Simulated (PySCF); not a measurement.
PySCF job for Cd(OMe)(GeH3) (CH6CdGeO), SMILES [Cd]([O]C)[GeH3], TDA-PBE/def2-SVPD. Geometry optimised at r2SCAN-D4/def2-SVP. The def2 effective core potentials stand for the cores of Cd; spin–orbit coupling is left out. Other conformers were not sampled.

```python
import numpy as np
from pyscf import gto, scf, dft, tdscf

mol = gto.M(
    atom='''
    Cd   -0.02021404   -0.11262282   -0.45604346
    O    -0.27843966   -0.62107618   -2.35599982
    C    -1.47491969   -1.01851946   -2.95430292
    H    -2.27019778   -0.24214966   -2.92601252
    H    -1.29263098   -1.23918048   -4.02464889
    H    -1.91181870   -1.94150332   -2.51469537
    Ge    0.49131377    0.55594635    1.89549393
    H     1.26325000   -0.54550804    2.64243249
    H     1.34061061    1.83775736    1.95020381
    H    -0.80394481    0.82592259    2.68081725
    ''',
    basis='def2-SVPD',
    ecp={'Cd': 'def2-svp'},
    charge=0,
    spin=0,
    max_memory=1600,
    verbose=4,
)
mf = dft.RKS(mol, xc='pbe').density_fit(auxbasis='def2-universal-jkfit')
mf.grids.level = 3
mf.conv_tol = 1e-9
mf.max_cycle = 100
mf.kernel()
mf.grids = dft.Grids(mol).set(level=1).build(with_non0tab=True)  # coarser grid for the response kernel
td = tdscf.TDA(mf)
td.singlet = True
td.nstates = 10
td.conv_tol = 1e-4
td.positive_eig_threshold = 1e-6
td.kernel(x0=td.get_init_guess(mf, 15))
td.analyze()
tt = tdscf.TDA(mf)
tt.singlet = False
tt.nstates = 4
tt.conv_tol = 1e-4
tt.positive_eig_threshold = 1e-6
tt.kernel(x0=tt.get_init_guess(mf, 9))
tt.analyze(verbose=3)
```

Output:

```
PySCF version 2.14.0

[INPUT] verbose = 4
[INPUT] num. atoms = 10
[INPUT] num. electrons = 72
[INPUT] charge = 0
[INPUT] spin (= nelec alpha-beta = 2S) = 0
[INPUT] symmetry False subgroup None
[INPUT] Mole.unit = angstrom
[INPUT] Symbol           X                Y                Z      unit          X                Y                Z       unit  Magmom
[INPUT]  1 Cd    -0.020214040000  -0.112622820000  -0.456043460000 AA   -0.038198999471  -0.212826285176  -0.861797240299 Bohr   0.0
[INPUT]  2 O     -0.278439660000  -0.621076180000  -2.355999820000 AA   -0.526174699617  -1.173663882691  -4.452194409325 Bohr   0.0
[INPUT]  3 C     -1.474919690000  -1.018519460000  -2.954302920000 AA   -2.787194269828  -1.924722831940  -5.582823407803 Bohr   0.0
[INPUT]  4 H     -2.270197780000  -0.242149660000  -2.926012520000 AA   -4.290052052796  -0.457596538557  -5.529362299848 Bohr   0.0
[INPUT]  5 H     -1.292630980000  -1.239180480000  -4.024648890000 AA   -2.442718532328  -2.341711726107  -7.605484149635 Bohr   0.0
[INPUT]  6 H     -1.911818700000  -1.941503320000  -2.514695370000 AA   -3.612813742822  -3.668909544734  -4.752085536012 Bohr   0.0
[INPUT]  7 Ge     0.491313770000   0.555946350000   1.895493930000 AA    0.928448466528   1.050586341452   3.581964398475 Bohr   0.0
[INPUT]  8 H      1.263250000000  -0.545508040000   2.642432490000 AA    2.387196526857  -1.030860794348   4.993473708753 Bohr   0.0
[INPUT]  9 H      1.340610610000   1.837757360000   1.950203810000 AA    2.533386892586   3.472858093804   3.685351087983 Bohr   0.0
[INPUT] 10 H     -0.803944810000   0.825922590000   2.680817250000 AA   -1.519235510165   1.560767495191   5.066010392510 Bohr   0.0

nuclear repulsion = 347.268941648868
number of shells = 67
number of NR pGTOs = 263
number of NR cGTOs = 163
basis = def2-SVPD
ecp = {'Cd': 'def2-svp'}


[settings echo left out]
init E= -2346.32714000964
  HOMO = -0.611019536091292  LUMO = -0.553021632500451  gap/eV = 1.57820
cycle= 1 E= -2358.31155102186  delta_E=  -12  |g|= 2.98  |ddm|= 8.47
  HOMO = 0.0176087362148386  LUMO = 0.0337219872800839  gap/eV = 0.43846
cycle= 2 E= -2289.29697429881  delta_E=   69  |g|= 8.65  |ddm|= 42.8
  HOMO = -0.220672927110599  LUMO = -0.157168669525581  gap/eV = 1.72804
cycle= 3 E= -2360.08786555508  delta_E= -70.8  |g|= 1.56  |ddm|= 42.3
  HOMO = -0.122406719357028  LUMO = -0.0977442273332103  gap/eV = 0.67110
cycle= 4 E= -2355.26265219498  delta_E= 4.83  |g|= 3.95  |ddm|= 4.96
  HOMO = -0.257719571111228  LUMO = -0.0618185209812214  gap/eV = 5.33074
cycle= 5 E= -2360.78606136787  delta_E= -5.52  |g|= 0.596  |ddm|= 4.63
  HOMO = -0.19811527487363  LUMO = -0.0647862706041231  gap/eV = 3.62807
cycle= 6 E= -2360.82259752606  delta_E= -0.0365  |g|= 0.479  |ddm|= 1.26
  HOMO = -0.198612343425392  LUMO = -0.0690073021150848  gap/eV = 3.52673
cycle= 7 E= -2360.86549442144  delta_E= -0.0429  |g|= 0.0874  |ddm|= 0.607
  HOMO = -0.197683714451832  LUMO = -0.0653785900674059  gap/eV = 3.60021
cycle= 8 E= -2360.86712363377  delta_E= -0.00163  |g|= 0.0371  |ddm|= 0.112
  HOMO = -0.200042373846288  LUMO = -0.0653492548534038  gap/eV = 3.66519
cycle= 9 E= -2360.86738992456  delta_E= -0.000266  |g|= 0.0116  |ddm|= 0.033
  HOMO = -0.201556611782782  LUMO = -0.0658333427730616  gap/eV = 3.69322
cycle= 10 E= -2360.86742314385  delta_E= -3.32e-05  |g|= 0.00485  |ddm|= 0.0155
  HOMO = -0.201752252474457  LUMO = -0.0657762134646727  gap/eV = 3.70010
cycle= 11 E= -2360.86742776185  delta_E= -4.62e-06  |g|= 0.00173  |ddm|= 0.00551
  HOMO = -0.201843854607753  LUMO = -0.0657678020235023  gap/eV = 3.70282
cycle= 12 E= -2360.86742839271  delta_E= -6.31e-07  |g|= 0.000307  |ddm|= 0.00197
  HOMO = -0.201870294975025  LUMO = -0.0657653133941413  gap/eV = 3.70361
cycle= 13 E= -2360.86742841254  delta_E= -1.98e-08  |g|= 7.1e-05  |ddm|= 0.000474
  HOMO = -0.201867892068654  LUMO = -0.0657640672366311  gap/eV = 3.70357
cycle= 14 E= -2360.86742841366  delta_E= -1.12e-09  |g|= 1.25e-05  |ddm|= 0.000102
  HOMO = -0.201867442750308  LUMO = -0.0657651797754972  gap/eV = 3.70353
cycle= 15 E= -2360.86742841369  delta_E= -2.59e-11  |g|= 6.25e-06  |ddm|= 3.01e-05
  HOMO = -0.201867340540519  LUMO = -0.0657647224378453  gap/eV = 3.70354
Extra cycle  E= -2360.86742841367  delta_E= 1.32e-11  |g|= 8.23e-06  |ddm|= 2.38e-05
converged SCF energy = -2360.86742841367
tot grids = 40816
Overwritten attributes  positive_eig_threshold  of <class 'pyscf.tdscf.rks.TDA'>


******** <class 'pyscf.tdscf.rks.TDA'> for <class 'pyscf.df.df_jk.DFRKS'> ********
nstates = 10 singlet
deg_eia_thresh = 1.000e-03
wfnsym = None
conv_tol = 0.0001
eigh lindep = 1e-12
eigh level_shift = 0
eigh max_cycle = 100


Excitation energies (eV)
[3.80190987 4.03563159 4.14719327 4.42693901 4.46553761 4.88569535
 5.52774564 5.91881073 6.06726846 6.13354916]

** Singlet excitation energies and oscillator strengths **
Excited State   1:      3.80191 eV    326.11 nm  f=0.0014
      36 -> 37        0.69611
      36 -> 38       -0.11783
Excited State   2:      4.03563 eV    307.22 nm  f=0.0022
      36 -> 37        0.11725
      36 -> 38        0.69594
Excited State   3:      4.14719 eV    298.96 nm  f=0.0046
      35 -> 37        0.39833
      36 -> 39        0.57696
Excited State   4:      4.42694 eV    280.07 nm  f=0.0125
      35 -> 38       -0.69918
Excited State   5:      4.46554 eV    277.65 nm  f=0.0008
      35 -> 39       -0.70552
Excited State   6:      4.88570 eV    253.77 nm  f=0.2615
      34 -> 37        0.12285
      35 -> 37        0.53040
      35 -> 40        0.11996
      36 -> 39       -0.38065
Excited State   7:      5.52775 eV    224.29 nm  f=0.0002
      36 -> 40       -0.70579
Excited State   8:      5.91881 eV    209.47 nm  f=0.0002
      34 -> 37       -0.13178
      35 -> 40        0.67703
Excited State   9:      6.06727 eV    204.35 nm  f=0.0034
      36 -> 41       -0.70233
Excited State  10:      6.13355 eV    202.14 nm  f=0.3056
      32 -> 39        0.10154
      34 -> 37       -0.61362
      34 -> 38        0.12302
      34 -> 40       -0.10323
      35 -> 41       -0.18919

** Transition electric dipole moments (AU) **
state          X           Y           Z        Dip. S.      Osc.
  1         0.0262     -0.1167      0.0273      0.0150      0.0014
  2         0.0257     -0.1432      0.0370      0.0225      0.0022
  3         0.0722     -0.0374     -0.1961      0.0451      0.0046
  4        -0.0697      0.0548      0.3278      0.1153      0.0125
  5        -0.0211      0.0833      0.0134      0.0076      0.0008
  6        -0.4717     -0.4200     -1.3362      2.1843      0.2615
  7         0.0088     -0.0358      0.0094      0.0014      0.0002
  8         0.0099      0.0134      0.0360      0.0016      0.0002
  9        -0.0740      0.0920     -0.0939      0.0228      0.0034
 10        -0.7297     -0.4407     -1.1432      2.0335      0.3056

WARN: ECP detected. Skipping calculation of transition velocity and magnetic dipole moments, which have not yet been implemented.



******** <class 'pyscf.tdscf.rks.TDA'> for <class 'pyscf.df.df_jk.DFRKS'> ********
nstates = 4 triplet
deg_eia_thresh = 1.000e-03
wfnsym = None
conv_tol = 0.0001
eigh lindep = 1e-12
eigh level_shift = 0
eigh max_cycle = 100


Excitation energies (eV)
[3.56011225 3.79545657 3.9322354  3.95944843]

** Triplet excitation energies and oscillator strengths **
Excited State   1:      3.56011 eV    348.26 nm  f=0.0000
Excited State   2:      3.79546 eV    326.66 nm  f=0.0000
Excited State   3:      3.93224 eV    315.30 nm  f=0.0000
Excited State   4:      3.95945 eV    313.14 nm  f=0.0000
```

The calculation finished and met its thresholds.

Cost: very roughly 120 core-seconds.
